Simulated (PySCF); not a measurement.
Compound: C₆H₁₃OP.
SMILES with atom numbers: `[CH3:1][P:2]1(=[O:3])[CH2:4][CH2:5][CH2:6][CH2:7][CH2:8]1`

Structure used (GFN2-xTB), in Å, numbered top down from 1:
```
atom  x, y, z in Å
C1     2.1217   -0.2211   -0.8558
P2     1.2181    0.5082    0.5642
O3     2.1070    1.1982    1.5081
C4    -0.0924    1.5791   -0.1450
C5    -1.1592    0.7967   -0.8970
C6    -1.8219   -0.2594   -0.0150
C7    -0.8602   -1.3688    0.4049
C8     0.2430   -0.8519    1.3166
H9     2.8582   -0.9143   -0.4532
H10    1.4760   -0.7351   -1.5594
H11    2.6487    0.5879   -1.3586
H12    0.3868    2.3250   -0.7849
H13   -0.5278    2.1104    0.7066
H14   -0.7171    0.3119   -1.7700
H15   -1.9229    1.4908   -1.2592
H16   -2.2301    0.2206    0.8779
H17   -2.6548   -0.7051   -0.5642
H18   -1.4194   -2.1496    0.9282
H19   -0.4216   -1.8230   -0.4861
H20   -0.1766   -0.4357    2.2374
H21    0.9356   -1.6477    1.6039
```

NICS = −σ at a ghost point: NICS(0) at the centroid of the ring atoms, NICS(1) 1 Å to either side along the normal of their mean plane, zz for the tensor component along that normal. Level: GIAO PBE0/pcSseg-1 (PySCF, non-relativistic, gas phase) on the GFN2-xTB geometry, one conformer.

Ring bond lengths (Å), with Mayer bond orders in brackets: P2–C4 1.835 (0.91), C4–C5 1.522 (1.01), C5–C6 1.527 (1.03), C6–C7 1.527 (1.03), C7–C8 1.522 (1.01), C8–P2 1.835 (0.91).

Question: What do the NICS probes read (ppm)?

Answer: 
```json
{"ring": "P2–C4–C5–C6–C7–C8", "type": "6-membered ring with P; formal bonds all single", "NICS(0)": "-3.1", "NICS(1), two faces": "-2.1 / -3.2", "NICS(1)zz, two faces": "3.1 / 1.1", "rms pucker (Å)": "0.24", "centre to ring atoms, mean (Å)": "1.57"}
```

Question: What can be read from them?

Answer: 
- P2–C4–C5–C6–C7–C8: mean NICS(1)zz 2.1 ppm, near zero. P2, C4, C5, C6, C7, C8 have four or more neighbours, and the NICS criterion for π rings isn't applied.
